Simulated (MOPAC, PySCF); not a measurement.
Br₃Ga, SMILES `[Ga]([Br])([Br])[Br]`, neutral singlet in the gas phase. 

Cartesian coordinates (Å):
```xyz
4

Br     2.1144    -0.8008     0.0203
Ga     0.0000    -0.0001    -0.0001
Br    -0.3640     2.2314     0.0204
Br    -1.7505    -1.4304    -0.0406
```
Charge 0, spin multiplicity 1.

All levels are single points at this geometry (PBE0-D3(BJ)/def2-TZVP); Pople sets use spherical d functions. Orbital energies aren't observables, and empty levels follow the basis.

| level | HOMO (eV) | LUMO (eV) | gap (eV) | dipole (D) | vertical IE, Delta-SCF (eV) |
|---|---|---|---|---|---|
| B3LYP-D3(BJ)/def2-TZVP in PySCF | -8.42 | -2.53 | 5.89 | 0.00 | – |
| M06-2X/def2-TZVP in PySCF | -9.92 | -1.30 | 8.63 | 0.00 | – |
| PBE-D3(BJ)/def2-TZVP in PySCF | -7.41 | -3.09 | 4.31 | 0.00 | – |
| B3LYP/6-311+G** (LANL2DZ on Br, Ga) in PySCF | -8.57 | -2.71 | 5.86 | 0.00 | – |
| B3LYP/LANL2DZ in PySCF | -8.57 | -2.71 | 5.86 | 0.00 | – |
| BP86/6-31G* in PySCF | -7.45 | -3.32 | 4.13 | 0.00 | – |
| SVWN5/6-31G* in PySCF | -7.49 | -3.47 | 4.02 | 0.00 | 10.20 |
| HF/3-21G in PySCF | -11.50 | 1.05 | 12.55 | 0.00 | – |
| PM6 in MOPAC | -11.27 | -2.41 | 8.86 | 0.00 | – |
